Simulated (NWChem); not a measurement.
Program: NWChem. System: ClI, charge 0, spin multiplicity 1, at the geometry of a parent with another charge or spin, in a state set for the comparison that need not be this species' ground state. Level: PBE0/x2c-SVPall-2c, spin-orbit ZORA.

The NWChem input:

```
start mol
memory heap 200 mb stack 900 mb global 1100 mb
geometry units angstroms nocenter noautoz noautosym
  Cl     0.000000     0.000000     2.267445
  I      0.000000     0.000000    -0.727294
end
basis spherical
  * library x2c-svpall-2c
end
relativistic
  zora on
end
dft
  xc pbe0
  semidirect memsize 60000000 filesize 0
  iterations 100
  grid fine
end
task sodft energy
```

NWChem printed:

```
             Northwest Computational Chemistry Package (NWChem) 7.3.0
             --------------------------------------------------------

                                NWChem Input Module
                                -------------------

 Scaling coordinates for geometry "geometry" by  1.889725989
 (inverse scale =  0.529177249)

                             Geometry "geometry" -> ""
                             -------------------------

 Output coordinates in angstroms (scale by  1.889725989 to convert to a.u.)

  No.       Tag          Charge          X              Y              Z
 ---- ---------------- ---------- -------------- -------------- --------------
    1 Cl                  17.0000     0.00000000     0.00000000     2.26744500
    2 I                   53.0000     0.00000000     0.00000000    -0.72729400

 Effective nuclear repulsion energy (a.u.)     159.2087662226

            Nuclear Dipole moment (a.u.)
            ----------------------------
        X                 Y               Z
 ---------------- ---------------- ----------------
     0.0000000000     0.0000000000    -0.0000321253


 Summary of "ao basis" -> "" (spherical)
 ------------------------------------------------------------------------------
       Tag                 Description            Shells   Functions and Types
 ---------------- ------------------------------  ------  ---------------------
 *                       x2c-svpall-2c                on all atoms

                                 NWChem DFT Module
                                 -----------------

 Summary of "ao basis" -> "ao basis" (spherical)
 ------------------------------------------------------------------------------
       Tag                 Description            Shells   Functions and Types
 ---------------- ------------------------------  ------  ---------------------
 Cl                      x2c-svpall-2c               9       21   4s4p1d
 I                       x2c-svpall-2c              18       50   6s8p4d

 Summary of "ao basis" -> "ao basis" (spherical)
 ------------------------------------------------------------------------------
[...]
   104     0.083551   0.130700  2 I  pz                97     0.081600   0.127648  2 I  s
    43     0.079053   0.123663  2 I  px                44     0.123663  -0.079053  2 I  py

 Vector   73  Occ=0.000000D+00  E= 2.184745D-01
              MO Center= -1.6D-10,  2.5D-10, -2.1D-05, r^2= 2.2D-04
  Bfn.         Coefficient        Function           Bfn.         Coefficient        Function
  ----     -------------------  ------------         ----     -------------------  ------------
    97    -1.238647   1.967507  2 I  s                 98     1.129055  -1.793428  2 I  s
    96     0.396021  -0.629053  2 I  s                 74    -0.126708   0.201268  1 Cl s
    95    -0.083325   0.132356  2 I  s                 87     0.066110  -0.105011  1 Cl pz
   113     0.063126  -0.100271  2 I  pz               135    -0.052773   0.083826  2 I  d  0
    94     0.048874  -0.077633  2 I  s                 75     0.048072  -0.076359  1 Cl s

   alpha - beta orbital overlaps
   -----------------------------

   alpha      1      2      3      4      5      6      7      8      9     10
    beta      1      2      3      3      5      6      7     14     15     16
 overlap   1.094  1.353  0.556  0.313  1.011  1.011  0.988  0.025  0.025  0.011

   alpha     11     12     13     14     15     16     17     18     19     20
    beta     14     15     16     14     15     16     52     44     16     43
 overlap   0.312  0.312  0.154  0.443  0.443  0.213  0.000  0.004  0.008  0.004

   alpha     21     22     23     24     25     26     27     28     29     30
    beta     56     22     23     24     25     26     26     28     29     30
 overlap   0.000  1.171  1.530  1.849  2.048  0.983  0.264  1.298  1.298  1.296

   alpha     31     32     33     34     35     36     37     38     39     40
    beta     31     32     33     34     35     36     28     29     30     43
 overlap   1.615  1.615  1.606  1.431  1.431  1.308  0.020  0.020  0.020  0.310

   alpha     41     42     43     44     45     46     47     48     49     50
    beta     44     16     43     44     16     34     35     36     28     29
 overlap   0.310  0.148  0.363  0.363  0.173  0.027  0.027  0.021  0.056  0.056

   alpha     51     52     53     54     55     56     57     58     59     60
    beta     30     52     53     54     55     56     57     58     59     60
 overlap   0.057  1.153  1.153  1.153  1.153  1.153  1.134  1.134  1.135  1.134

   alpha     61     62     63     64     65     66     67     68     69     70
    beta     61     57     58     59     60     61     57     58     59     60
 overlap   1.134  0.020  0.020  0.019  0.020  0.020  0.015  0.015  0.015  0.015

   alpha     71
    beta     61
 overlap   0.015

     --------------------------
     Expectation value of S2:
     --------------------------
      <S2> =      0.1744 (Exact =     0.0000)

     Multipole analysis of the density
     ---------------------------------

     L   x y z        total         alpha         beta         nuclear
     -   - - -        -----         -----         ----         -------
     0   0 0 0     -0.000000    -35.000000    -35.000000     70.000000

     1   1 0 0      0.000000      0.000000      0.000000      0.000000
     1   0 1 0     -0.000000     -0.000000     -0.000000      0.000000
     1   0 0 1     -0.997801     -0.498884     -0.498884     -0.000032

     2   2 0 0    -29.933452    -14.966726    -14.966726      0.000000
     2   1 1 0      0.000000      0.000000      0.000000      0.000000
     2   1 0 1      0.000000      0.000000      0.000000      0.000000
     2   0 2 0    -29.933452    -14.966726    -14.966726      0.000000
     2   0 1 1     -0.000000     -0.000000     -0.000000      0.000000
     2   0 0 2    -28.294524   -220.263584   -220.263584    412.232643

 Task  times  cpu:       10.6s     wall:       10.6s

 Total times  cpu:       10.6s     wall:       10.6s
```
